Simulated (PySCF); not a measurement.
A structure optimised at PBE-D3(BJ)/def2-SVP, used in a PySCF frequency run:

```xyz
11

B     -0.0533     0.7008     0.0000
Cl     1.3210     1.8272     0.0000
Ge     0.3230    -1.3546     0.0000
H     -0.3021    -2.0538     1.2426
H     -0.3021    -2.0538    -1.2426
H      1.8423    -1.6527     0.0000
O     -1.2774     1.2659     0.0000
C     -2.5039     0.5495     0.0000
H     -3.0854     0.8337     0.9000
H     -3.0854     0.8337    -0.9000
H     -2.3526    -0.5510     0.0000
```
Charge 0, spin multiplicity 1.

### Question
Write its SMILES, formula and point group.

### Answer
CO[B](Cl)[GeH3], CH6BClGeO, Cs

### Question
What are its rotational constants (standard atomic weights)?

### Answer
2.4923, 1.6617, 1.0160 GHz
